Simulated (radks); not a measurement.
Results of a calculation; reference values are marked as such.
The nuclear charge of the lutetium ion Lu2+ is varied continuously with 69 electrons held in [Xe] 4f14 6s1. Level of theory: Dirac Kohn-Sham, PBE, spin-unpolarised, spherical densities, finite nucleus; Fermi nuclear charge, rms radius 5.37 fm (a radial shooting solver on a logarithmic mesh with Libxc functionals). By the Hellmann-Feynman theorem dE/dZ = E(electron-nucleus)/Z, the electronic potential at the nucleus (averaged over a nucleus of fixed radius).

| Z | E (hartree) | E(electron-nucleus)/Z (hartree) | HOMO | e(HOMO) (eV) | <r> HOMO (bohr) |
|---|---|---|---|---|---|
| 70.5 | -14324.8772 | -504.469 | 6s1/2 | -13.222 | 3.275 |
| 71 | -14578.4815 | -509.949 | 6s1/2 | -17.574 | 3.061 |
| 71.5 | -14834.8282 | -515.440 | 6s1/2 | -22.285 | 2.885 |
| 72 | -15093.9238 | -520.945 | 6s1/2 | -27.329 | 2.736 |

The central difference of E at Z = 71 is -509.951 hartree, to compare with the third column; the second derivative is -11 hartree.
